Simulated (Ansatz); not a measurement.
`C=C1[SiH2]C1C` → `C=C1C[SiH2]1` + `[CH2]` (triplet) at 500 K and 1 bar (formal loss of a carbene).

Gas-phase electronic energies from Ansatz, PBE0-D4/def2-TZVP geometries. CBS: MP2 limit from def2 TZ/QZ plus the TZ coupled-cluster correction, frozen cores. This one scheme is used for every species. Triplets are unrestricted, without spin–orbit coupling.

| species | CCSD(T)/CBS energy (Eh) | H − E (kJ/mol) | S (J/(mol·K)) |
| --- | --- | --- | --- |
| `C=C1[SiH2]C1C` | -446.02572 | 316.9 | 400.4 |
| `C=C1C[SiH2]1` | -406.76452 | 232.7 | 353.0 |
| `[CH2]` (triplet) | -39.09499 | 62.7 | 213.9 |

H − E and S are ideal-gas, rigid-rotor, harmonic terms from PBE0-D4/def2-TZVP, for one conformer and one mirror image of each species, with the whole ground term of open shells counted as degenerate. 1 Eh = 2625.50 kJ/mol, R = 8.31446 J/(mol·K).

Q: By hand: ΔE, ΔH, ΔS and ΔG.

A: ΔE = (-406.76452) + (-39.09499) − (-446.02572) = 0.16621 Eh = 436.4 kJ/mol. Δ(H − E) = 232.7 + 62.7 − 316.9 = -21.5, so ΔH = 414.9 kJ/mol. ΔS = 353.0 + 213.9 − 400.4 = 166.5 J/(mol·K). ΔG = 414.9 − 500 × (166.5)/1000 = 331.6 kJ/mol.

Q: By hand: the equilibrium constant, and the temperature at which ΔG would vanish if ΔH and ΔS stayed fixed.

A: log₁₀ K = −ΔG/(RT ln 10) = -34.6. ΔG = 0 at ΔH/ΔS = 2492 K.

The number of gas molecules changes by +1, which sets the sign of ΔS. A doubt of 5 kJ/mol in ΔE shifts log₁₀ K by 0.5 here. Other conformers and mirror images would add mixing entropy, several J/(mol·K) or more a flexible species. A triplet takes part, so the spin changes. These are equilibria of isolated gas molecules and say nothing of rates. Largest T1 diagnostic: 0.012 (customary marks: 0.02 for closed shells, 0.045 for open ones).
